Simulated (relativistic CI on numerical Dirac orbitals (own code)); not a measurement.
## Electric-dipole transitions in Sn34+

These numbers are calculated, not measured: Dirac-Coulomb-Breit CI, KLI orbitals optimised for each configuration, model QED (radiative potential, 1s self-energy scaled to tabulated hydrogen-like ionisation energies), unscaled Slater integrals (own radial code, finite nucleus).

CI space (outside the closed core [Ne]): 3s²3p⁴, 3s3p⁵, 3s²3p³3d, 3p⁶, 3s3p⁴3d, 3p⁵3d, 3s3p³3d², 3s²3p²3d4p, 3p⁵4s, 3s3p³3d4s, 3p⁵4p, 3s²3p³4s, 3s²3p³4p, 3s²3p³4d, 3p⁴3d4p, 3s3p⁴4s, 3s²3p³4f, 3s3p⁴4p, 3s3p⁴4d, 3s3p⁴4f, 3s²3p³5s, 3s²3p³5p, 3s²3p²4s4p, 3s²3p³5d, 3s²3p³5f, 3s²3p³5g, 3s3p³4s², 3s3p⁴5s, 3s²3p²3d², 3s²3p3d³, 3s3p²3d³, 3s²3p3d²4s, 3s²3p3d²4p, 3s²3p3d²4d, 3p⁴3d², 3p³3d³, 3p³3d²4s, 3p³3d²4p, 3p³3d²4d, 3s²3p²3d4s, 3s3p²3d²4s, 3s²3p3d4s², 3s²3p3d4s4p, 3s²3p3d4s4d, 3p⁴3d4s, 3p³3d4s², 3p³3d4s4p, 3p³3d4s4d, 3s²3p²4s², 3s3p²3d4s², 3s²3p4s²4p, 3s²3p4s²4d, 3s²3p²4p², 3s²3p3d4p², 3s3p²3d4p², 3s²3p4s4p², 3s²3p4p³, 3s²3p4p²4d, 3s3p³4s4p, 3s3p²3d4s4p, 3s3p²4s²4p, 3s3p²4s4p², 3s3p²4s4p4d. Double excitations out of closed p, d and f shells are left out; levels of such configurations are missing from the list, as are those of other unlisted configurations, and high levels can miss mixing partners. These lack a partner that the ground configuration has and come out too high: 3s²3p³4f, 3s3p⁴4p, 3s3p⁴4d, 3s3p⁴4f, 3s²3p³5s.

| λ vac (Å) | Lower | Upper | A (s⁻¹) | gf | Branching (%) |
| --- | --- | --- | --- | --- | --- |
| 54.601 | 3s²3p³3d ³G°3 [14] | 3s²3p²3d² ³F2 [152] | 4.56e+11 | 1.02e+00 | 69.6 |
| 54.732 | 3s²3p⁴ ³P2 [1] | 3s²3p³3d ³P°1 [34] | 2.89e+11 | 3.89e-01 | 55.2 |
| 55.138 | 3s²3p³3d ⁵D°3 [8] | 3s²3p²3d² ⁵D3 [117] | 4.04e+11 | 1.29e+00 | 72.8 |
| 55.575 | 3s²3p³3d ⁵D°4 [11] | 3s²3p²3d² ⁵D4 [131] | 2.70e+11 | 1.13e+00 | 74.7 |
| 55.762 | 3s²3p⁴ ¹S0 [2] | 3s²3p³3d ³D°1 [37] | 3.72e+11 | 5.20e-01 | 85.3 |
| 56.211 | 3s3p⁵ ³P°2 [10] | 3s3p⁴3d ³D3 [111] | 2.68e+11 | 8.90e-01 | 73.0 |
| 56.686 | 3s²3p⁴ ³P2 [1] | 3s²3p³3d ³P°2 [30] | 4.62e+11 | 1.11e+00 | 95.4 |
| 56.687 | 3s²3p⁴ ³P2 [1] | 3s²3p³3d ³D°3 [29] | 4.64e+11 | 1.57e+00 | 99.1 |
| 56.829 | 3s²3p⁴ ³P1 [3] | 3s²3p³3d ³P°1 [43] | 3.37e+11 | 4.89e-01 | 59.9 |
| 56.985 | 3s²3p⁴ ³P2 [1] | 3s²3p³3d ³S°1 [28] | 3.45e+11 | 5.04e-01 | 93.4 |
| 57.041 | 3s²3p³3d ⁵D°4 [11] | 3s²3p²3d² ⁵D4 [122] | 2.75e+11 | 1.21e+00 | 75.3 |
| 57.229 | 3s²3p⁴ ¹D2 [4] | 3s²3p³3d ³D°2 [45] | 2.19e+11 | 5.37e-01 | 56.6 |
| 57.494 | 3s²3p⁴ ¹D2 [4] | 3s²3p³3d ¹F°3 [44] | 4.48e+11 | 1.55e+00 | 100.0 |
| 58.567 | 3s²3p³3d ³G°5 [27] | 3s²3p²3d² ³G5 [181] | 2.79e+11 | 1.58e+00 | 58.8 |
| 66.000 | 3s²3p⁴ ³P1 [3] | 3s²3p³3d ¹D°2 [38] | 2.18e+11 | 7.13e-01 | 58.8 |
| 66.296 | 3s²3p³3d ¹F°3 [44] | 3s²3p²3d² ¹G4 [236] | 4.81e+11 | 2.85e+00 | 69.4 |
| 66.712 | 3s²3p⁴ ³P0 [5] | 3s²3p³3d ¹P°1 [57] | 3.78e+11 | 7.57e-01 | 96.7 |
| 67.643 | 3s²3p⁴ ¹D2 [4] | 3s²3p³3d ³S°1 [39] | 3.34e+11 | 6.87e-01 | 82.1 |
| 68.592 | 3s²3p³3d ³G°5 [27] | 3s3p⁴3d ³F4 [148] | 2.43e+11 | 1.54e+00 | 55.9 |
| 73.256 | 3s²3p⁴ ³P2 [1] | 3s²3p³3d ³G°3 [14] | 6.76e+10 | 3.81e-01 | 100.0 |

Terms are leading LS components. Brackets give the number of a level in order of energy, since labels repeat. The list gives strong lines, with weight on those to low levels, without lines whose two gauges differ by over a factor of 2.5, among the lowest 400 of 10362 levels, so that lines to higher ones, which can be the strongest, are missing. Levels whose partners in the same complex of configurations lie outside the list can be far off, and so can their lines. Rates are taken at the computed energies, electric ones in the length gauge.

At this charge energies of transitions that change n are usually good to better than 1 %, and those within a shell (Δn = 0) to a few per cent.

LS names give the leading component of a level, which can be under half, so a name can repeat, a term be missing and a line seem to break the LS rules.
